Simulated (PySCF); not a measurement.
C4H9O, SMILES CC(C)(C)[O], multiplicity 2.

Geometry: B3LYP-D3(BJ)/def2-SVP. The isomer is the one that the SMILES or the coordinates give; other isomers of the formula were not compared.

Level of theory: PBE/def2-TZVP in PySCF.

Task: Estimate the frontier levels, dipole moment and polarisability. (The exact figures need the calculation; the answer reports its results.)

Result: 
```json
{
 "α spin, highest occupied and lowest empty level": "-6.09 and 0.20 eV",
 "β spin, highest occupied and lowest empty level": "-5.67 and -4.98 eV",
 "dipole_moment": "2.18 D",
 "quadrupole, principal values (traceless, Buckingham form, about the centre of nuclear charge)": "-4.49, 1.06, 3.43 D·Å",
 "mean_static_polarisability": "58.6 bohr³ (8.68 Å³)",
 "polarisability_principal_values": "55.6, 57.5, 62.7 bohr³",
 "⟨S²⟩": "0.752 (pure state 0.75)"
}
```
